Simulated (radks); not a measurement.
Species: Te2-. Configuration: [Xe].

All-electron calculation, scalar-relativistic Kohn-Sham, LB94 model potential, spin-polarised, spherical densities, finite nucleus; Fermi nuclear charge, rms radius 4.7423 fm; Watson sphere of charge +2 and radius 4.36 bohr. Program: a radial shooting solver on a logarithmic mesh with Libxc functionals.

Energy parts (eV; the electron-nucleus part includes the sphere):
part                   energy
kinetic            194348.701
electron-nucleus  -449634.639
Hartree             74532.219
(The LB94 potential has no energy functional, so no total or exchange-correlation energy is given.)

Orbitals (lengths in bohr, moments of r in powers of bohr):
orbital  occ.  eigenvalue (eV)      <r^4>
1s          2        -31775.47  2.850e-06
2s          2        -4887.722  0.0004875
2p          6        -4393.112  0.0003510
3s          2        -980.6247    0.02120
3p          6        -819.2184    0.02223
3d         10        -574.2682    0.01953
4s          2        -166.8228     0.6488
4p          6        -117.0841     0.9101
4d         10         -44.6565      2.107
5s          2         -16.7371      42.83
5p          6          -7.8848      199.7

The highest occupied level is 5p at -7.885 eV. The density falls to 0.001 e/bohr^3 at r = 5.29 bohr. Summed over all electrons, <r^2> = 92.02 bohr^2, which gives a Langevin (diamagnetic) susceptibility term of -72.9 x 10^-6 cm^3/mol. The electron density at the nucleus is 2.35e+05 e/bohr^3 (large components only).
